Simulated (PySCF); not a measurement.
F4Se, SMILES F[Se](F)(F)F (connectivity only; charge and spin as stated), charge +1, multiplicity 2. Coordinates come from a PBE0-D3(BJ)/def2-SVP optimisation. The spin state was assumed, not searched. The isomer is the one that the SMILES or the coordinates give; other isomers of the formula were not compared.

The numbers are results of PBE0-D3(BJ)/def2-SVP (PySCF), not measurements.

Harmonic wavenumbers (cm⁻¹): 191, 193, 285, 318, 337, 569, 601, 805, 818. Rotational constants (GHz): 4.959, 3.330, 2.897; symmetry number 2.

### Question
Work out the zero-point energy and the ideal-gas rigid-rotor harmonic-oscillator thermochemistry at 298.15 K and 1 atm.

### Answer
ZPE = ½ Σ hcν = ½ × 4117 cm⁻¹ = 24.62 kJ/mol. H − E(el) = 42.02 kJ/mol. Entropy in J/(mol K): translation 171.64, rotation 104.32, vibration 41.09, spin 5.76, total 322.81. G − E(el) = -54.23 kJ/mol. Cp = 83.62 J/(mol K).
